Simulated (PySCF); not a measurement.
Molecule: SMILES BCBO[C@@H](C)CCl, C₄H₁₁B₂ClO.

Bonds (- single, = double, # triple, : aromatic): B1-C2, C2-B3, B3-O4, O4-C5, C5-C6, C5-C7, C7-Cl8. B1 carries H9, H10; C2 carries H11, H12; B3 carries H13; C5 carries H14; C6 carries H15, H16, H17; C7 carries H18, H19. Stereochemistry as in BCBO[C@@H](C)CCl. H12, H19 are pro-R; H11, H18 are pro-S.

Frames of a GFN2-xTB Langevin trajectory at 200 K; GIAO PBE0/pcSseg-1 shieldings in PySCF 2.14.0 with density-fitted response routines, gas phase, non-relativistic; equivalent atoms averaged within each frame.

Chemical shifts δ = σref − σ; $^{11}$B (100.07 ppm) against BF3·OEt2; $^{13}$C (186.93 ppm), $^{1}$H (31.72 ppm) vs TMS; H2O for $^{17}$O (336.08 ppm); $^{35}$Cl (949.78 ppm) vs HCl, all at this level. The references are static minima.

Problem. How do the shifts (ppm) fluctuate along the trajectory?

Solution. 
```csv
time (fs),B1,B3,C5,C7,C2,C6,O4,Cl8,H9/H10,H13
optimised geometry,84.1,45.2,78.1,54.0,45.1,22.2,249.9,71,7.90,5.23
250,84.4,43.7,82.9,59.0,43.8,23.1,249.8,87,7.80,5.53
425,89.2,49.9,81.3,54.5,50.0,24.6,250.2,90,8.28,4.83
625,80.7,43.5,76.4,57.1,51.1,27.7,251.7,78,7.98,5.61
800,84.4,44.8,75.7,58.0,51.8,24.0,264.7,93,8.01,5.48
1000,83.5,42.8,77.8,59.0,37.3,30.6,238.1,102,7.72,5.13
mean of frames,84.4,44.9,78.8,57.5,46.8,26.0,250.9,90,7.96,5.32
standard deviation,3.1,2.9,3.2,1.8,6.2,3.1,9.5,9,0.22,0.33
```

5 frames give an uncertainty of the mean of about the standard deviation over 2.2 at best, since frames this close in time may not be independent; classical motion lacks zero-point vibration, and the reference would need the same averaging.
